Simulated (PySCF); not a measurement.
Two-component Hartree-Fock for V⁺ (vanadium, charge +1)

Start: [Ar] 3d3 4s1; 3d5/2 filled at m_j = +1/2, +3/2, +5/2; 4s1/2 filled at m_j = +1/2. Calculated with PySCF 2.14 in x2c-TZVPall-2c with one added diffuse shell each of s, p, d type (7s8p5d1f, 63 functions): generalised Hartree-Fock with the X2C-1e Hamiltonian and a Gaussian nucleus; one run each with spin-orbit coupling (SO) switched off, then screened by Boettger's factors. This is a chosen level, not necessarily the ground level.

```json
{"spinor shell": "1s1/2", "electrons": "2", "ε, spin-free (eV)": "-5527.9", "ε, screened SO (eV)": "-5527.9", "weight of nominal j (screened SO)": "1.000", "rms radius, screened SO (bohr)": "0.0768"}
{"spinor shell": "2s1/2", "electrons": "2", "ε, spin-free (eV)": "-664.79", "ε, screened SO (eV)": "-664.80", "weight of nominal j (screened SO)": "1.000", "rms radius, screened SO (bohr)": "0.332"}
{"spinor shell": "2p1/2", "electrons": "2", "ε, spin-free (eV)": "-553.35", "ε, screened SO (eV)": "-558.12", "weight of nominal j (screened SO)": "0.992", "rms radius, screened SO (bohr)": "0.301"}
{"spinor shell": "2p3/2", "electrons": "4", "ε, spin-free (eV)": "-553.35", "ε, screened SO (eV)": "-551.03", "weight of nominal j (screened SO)": "0.996", "rms radius, screened SO (bohr)": "0.304"}
{"spinor shell": "3s1/2", "electrons": "2", "ε, spin-free (eV)": "-95.174", "ε, screened SO (eV)": "-95.183", "weight of nominal j (screened SO)": "1.000", "rms radius, screened SO (bohr)": "1.02"}
{"spinor shell": "3p3/2", "electrons": "4", "ε, spin-free (eV)": "-62.549", "ε, screened SO (eV)": "-63.082", "weight of nominal j (screened SO)": "0.835", "rms radius, screened SO (bohr)": "1.11"}
{"spinor shell": "3p1/2", "electrons": "2", "ε, spin-free (eV)": "-62.549", "ε, screened SO (eV)": "-61.519", "weight of nominal j (screened SO)": "0.670", "rms radius, screened SO (bohr)": "1.10"}
{"spinor shell": "3d5/2", "electrons": "3", "ε, spin-free (eV)": "-21.191", "ε, screened SO (eV)": "-21.183", "weight of nominal j (screened SO)": "0.793", "rms radius, screened SO (bohr)": "1.49"}
{"spinor shell": "4s1/2", "electrons": "1", "ε, spin-free (eV)": "-13.727", "ε, screened SO (eV)": "-13.729", "weight of nominal j (screened SO)": "1.000", "rms radius, screened SO (bohr)": "3.33"}
```

| quantity | spin-free | screened SO |
| --- | --- | --- |
| E (hartree) | -947.91283 | -947.92033 |
| M_J | 5 | 5 |
| ⟨J²⟩ | 30.005 | 30.005 |
| ⟨L²⟩ | 12.005 | 12.008 |
| ⟨S²⟩ | 6.000 | 6.000 |

Each row is a mean over spinors that exchange with the open shell spreads, by up to 10.046 eV (3p3/2).

Rows whose weight is well below 1 are mixtures of j = l ± 1/2: exchange outweighs spin-orbit coupling there, and the label is only the starting occupation.

Without spin-orbit coupling the j labels of p, d and f shells carry no meaning; the spin-free column gives the mean over the occupied spinors of each nl shell.
